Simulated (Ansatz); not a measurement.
SiEt2Me2 (C₆H₁₆Si). Charge 0, multiplicity 3. Geometry B3LYP-D4/def2-SVP, that of the neutral singlet.

```xyz
23

Si    0.403   -0.124    0.050
C     0.052   -0.246    1.911
C    -1.374   -0.678    2.282
H     0.280    0.736    2.365
H     0.785   -0.949    2.347
H    -1.518   -0.739    3.374
H    -2.126    0.030    1.895
H    -1.619   -1.669    1.866
C    -0.771    1.146   -0.732
C    -0.528    1.424   -2.223
H    -0.691    2.085   -0.154
H    -1.808    0.793   -0.580
H    -1.246    2.155   -2.631
H     0.483    1.829   -2.399
H    -0.619    0.507   -2.828
C     0.136   -1.812   -0.761
H     0.774   -2.582   -0.294
H     0.383   -1.783   -1.836
H    -0.912   -2.141   -0.668
C     2.195    0.419   -0.206
H     2.373    1.421    0.220
H     2.455    0.459   -1.277
H     2.895   -0.281    0.281
```

At PBE-D4/def2-TZVP the gap within one spin of the charge 0 triplet nearly closes, so an electron or hole may be smeared out by delocalisation error. At PBE0-D4/def2-TZVP a singlet of charge 0 lies 7.42 eV below the triplet at the same geometry.

**Question.** Estimate the α-spin orbital energies around the gap (eV) in Ansatz with PBE-D4/def2-TZVP, r2SCAN-D4/def2-TZVP, PBE0-D4/def2-TZVP.

**Answer.** 
| orbital | PBE-D4/def2-TZVP | r2SCAN-D4/def2-TZVP | PBE0-D4/def2-TZVP |
| --- | --- | --- | --- |
| HOMO−5 | -9.15 | -9.50 | -10.63 |
| HOMO−4 | -8.95 | -9.22 | -10.35 |
| HOMO−3 | -8.24 | -8.73 | -9.80 |
| HOMO−2 | -7.93 | -8.12 | -9.16 |
| HOMO−1 | -7.65 | -8.01 | -9.01 |
| HOMO | -0.55 | -0.47 | -0.78 |
| LUMO | -0.09 | 0.25 | 0.62 |
| LUMO+1 | 0.20 | 0.46 | 0.88 |
| LUMO+2 | 0.32 | 0.54 | 1.02 |
| LUMO+3 | 0.77 | 0.94 | 1.57 |
| LUMO+4 | 0.90 | 1.17 | 1.78 |
| LUMO+5 | 1.01 | 1.36 | 1.86 |
| β HOMO | -7.54 | -7.76 | -8.60 |
| β LUMO | -7.50 | -7.43 | -6.88 |
